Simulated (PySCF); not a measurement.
PySCF input (M06-2X/def2-TZVPD):

```python
from pyscf import gto, scf, dft

mol = gto.M(
    atom='''
    Si   -0.17421370    0.01730525    0.07393284
    F    -0.09603979   -0.71779577    1.42822148
    F    -0.39291732    1.53940080    0.20033015
    F    -0.97355835   -0.69396995   -1.04031925
    O     1.46070141   -0.12900437   -0.59031091
    H     2.27098813    0.20936210   -0.16421155
    H     1.64503139   -0.56831642   -1.44245234
    ''',
    basis='def2-tzvpd',
    charge=1,
    spin=0,
    verbose=4,
)

mf = dft.RKS(mol, xc='m062x').density_fit(auxbasis='def2-universal-jkfit')
mf.grids.level = 4
mf.conv_tol = 1e-9
mf.max_cycle = 100
mf.max_memory = 1500
mf.kernel()
if not mf.converged:
    mf = mf.newton()
    mf.kernel(mf.make_rdm1())
mf.analyze()
```

End of the output:

```
Extra cycle  E= -665.418711850599  delta_E= 1.48e-11  |g|= 2.17e-05  |ddm|= 1.67e-05
converged SCF energy = -665.418711850599
**** SCF Summaries ****
Total Energy =                        -665.418711850599038
Nuclear Repulsion Energy =             280.701207205619539
One-electron Energy =                -1470.622863085962535
Two-electron Energy =                  524.502944029743958
Two-electron Coulomb Energy =          585.987821913944117
DFT Exchange-Correlation Energy =      -61.484877884200117
HOMO-LUMO gap [eV] =                    14.459588122459488
**** MO energy ****
MO #1   energy= -67.3805067097709  occ= 2
MO #2   energy= -25.4933246891388  occ= 2
MO #3   energy= -25.4882185980088  occ= 2
MO #4   energy= -25.4882094002987  occ= 2
MO #5   energy= -20.0089739155219  occ= 2
MO #6   energy= -5.90629926014152  occ= 2
MO #7   energy= -4.22072276658108  occ= 2
MO #8   energy= -4.21839160564316  occ= 2
MO #9   energy= -4.21813458209897  occ= 2
MO #10  energy= -1.61099118412903  occ= 2
MO #11  energy= -1.58531085776402  occ= 2
MO #12  energy= -1.58123390559226  occ= 2
MO #13  energy= -1.51686885583253  occ= 2
MO #14  energy= -0.991754647510105 occ= 2
MO #15  energy= -0.974989904038113 occ= 2
MO #16  energy= -0.882455773223298 occ= 2
MO #17  energy= -0.848248674280806 occ= 2
MO #18  energy= -0.843648354016161 occ= 2
MO #19  energy= -0.800036419378436 occ= 2
MO #20  energy= -0.793284613919028 occ= 2
MO #21  energy= -0.791230373400487 occ= 2
MO #22  energy= -0.790930597591621 occ= 2
MO #23  energy= -0.775645039807847 occ= 2
MO #24  energy= -0.757052014349354 occ= 2
MO #25  energy= -0.752584782330545 occ= 2
MO #26  energy= -0.221204715477946 occ= 0
MO #27  energy= -0.152875737821523 occ= 0
MO #28  energy= -0.14496645092672  occ= 0
MO #29  energy= -0.114501032075588 occ= 0
MO #30  energy= -0.108732432730998 occ= 0
MO #31  energy= -0.0873133889747541 occ= 0
MO #32  energy= -0.0720344283946306 occ= 0
MO #33  energy= -0.0638072494178152 occ= 0
MO #34  energy= -0.0609827311484473 occ= 0
MO #35  energy= -0.0548656894874466 occ= 0
MO #36  energy= -0.0424531903076574 occ= 0
MO #37  energy= -0.0330573867381586 occ= 0
MO #38  energy= -0.0226842356231816 occ= 0
MO #39  energy= -0.017068857364999 occ= 0
MO #40  energy= 0.00575978513235029 occ= 0
MO #41  energy= 0.0102653226230666 occ= 0
MO #42  energy= 0.0148013925476713 occ= 0
MO #43  energy= 0.0219501454356363 occ= 0
MO #44  energy= 0.0251053865336708 occ= 0
MO #45  energy= 0.0394874307226041 occ= 0
MO #46  energy= 0.0411810127456833 occ= 0
MO #47  energy= 0.0436577282283095 occ= 0
MO #48  energy= 0.0821268516905743 occ= 0
MO #49  energy= 0.0851642223140307 occ= 0
MO #50  energy= 0.0964728148470194 occ= 0
MO #51  energy= 0.10513323064856   occ= 0
MO #52  energy= 0.11396352391832   occ= 0
MO #53  energy= 0.128921245730091  occ= 0
MO #54  energy= 0.136020474773652  occ= 0
MO #55  energy= 0.145659271337662  occ= 0
MO #56  energy= 0.161623118021385  occ= 0
MO #57  energy= 0.168547495674813  occ= 0
MO #58  energy= 0.185689978123943  occ= 0
MO #59  energy= 0.187340466374684  occ= 0
MO #60  energy= 0.201772412747235  occ= 0
MO #61  energy= 0.202809154064471  occ= 0
MO #62  energy= 0.237555143064826  occ= 0
MO #63  energy= 0.239530832103818  occ= 0
MO #64  energy= 0.240678866055812  occ= 0
MO #65  energy= 0.273773284934154  occ= 0
MO #66  energy= 0.279420209385984  occ= 0
MO #67  energy= 0.307658648790501  occ= 0
MO #68  energy= 0.323644164004256  occ= 0
MO #69  energy= 0.365037351782538  occ= 0
MO #70  energy= 0.371336278029209  occ= 0
MO #71  energy= 0.405209958559347  occ= 0
MO #72  energy= 0.418382490717924  occ= 0
MO #73  energy= 0.424468906545849  occ= 0
MO #74  energy= 0.42627640738893   occ= 0
MO #75  energy= 0.431708065917514  occ= 0
MO #76  energy= 0.465815520350786  occ= 0
MO #77  energy= 0.466695540638862  occ= 0
MO #78  energy= 0.477253988593275  occ= 0
MO #79  energy= 0.485806688706814  occ= 0
MO #80  energy= 0.494596016058663  occ= 0
MO #81  energy= 0.527492064262461  occ= 0
MO #82  energy= 0.52849600026904   occ= 0
MO #83  energy= 0.537859292802545  occ= 0
MO #84  energy= 0.558230718062033  occ= 0
MO #85  energy= 0.561978590249042  occ= 0
MO #86  energy= 0.598814590840427  occ= 0
MO #87  energy= 0.611710635474371  occ= 0
MO #88  energy= 0.622446754467175  occ= 0
MO #89  energy= 0.65719630571503   occ= 0
MO #90  energy= 0.6681865346995    occ= 0
MO #91  energy= 0.67277495342967   occ= 0
MO #92  energy= 0.777063044655667  occ= 0
MO #93  energy= 0.783054412994468  occ= 0
MO #94  energy= 0.808678479914432  occ= 0
MO #95  energy= 0.823541133310523  occ= 0
MO #96  energy= 0.832842059929268  occ= 0
MO #97  energy= 0.871109078788306  occ= 0
MO #98  energy= 0.880065236696907  occ= 0
MO #99  energy= 0.888303747374168  occ= 0
MO #100 energy= 0.906886420873985  occ= 0
MO #101 energy= 0.947842511393082  occ= 0
MO #102 energy= 0.948456586035832  occ= 0
MO #103 energy= 0.959983327531972  occ= 0
MO #104 energy= 0.97945512410605   occ= 0
MO #105 energy= 0.988006299812644  occ= 0
MO #106 energy= 1.01778901538418   occ= 0
MO #107 energy= 1.10314090769625   occ= 0
[...]
```

It need not be the lowest isomer of its formula.
